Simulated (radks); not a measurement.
Species: Nb30+. Configuration: [Ne] 5d1 (not the ground configuration).

All-electron calculation, scalar-relativistic Kohn-Sham, LDA (Slater exchange, Perdew-Wang correlation), spin-unpolarised, spherical densities, point nucleus. Program: a radial shooting solver on a logarithmic mesh with Libxc functionals.

Energy parts (hartree):
part                       energy
total                 -3093.09615
kinetic                3200.75224
electron-nucleus      -6645.49223
Hartree                 416.04735
exchange-correlation    -64.40352

Orbitals (lengths in bohr, moments of r in powers of bohr; <r^-3> diverges for s and p1/2; r(90%) holds 90 % of the orbital's charge):
| orbital | occ. | eigenvalue (hartree) | r(90%) | <r^-3> |
|---|---|---|---|---|
| 1s | 2 | -751.6128 | 0.0646 | - |
| 2s | 2 | -154.1056 | 0.238 | - |
| 2p | 6 | -144.5650 | 0.218 | 2441 |
| 5d | 1 | -19.36128 | 1.52 | 19.45 |

The highest occupied level is 5d at -526.85 eV. The density falls to 0.001 e/bohr^3 at r = 1.95 bohr. Summed over all electrons, <r^2> = 1.525 bohr^2, which gives a Langevin (diamagnetic) susceptibility term of -1.21 x 10^-6 cm^3/mol.
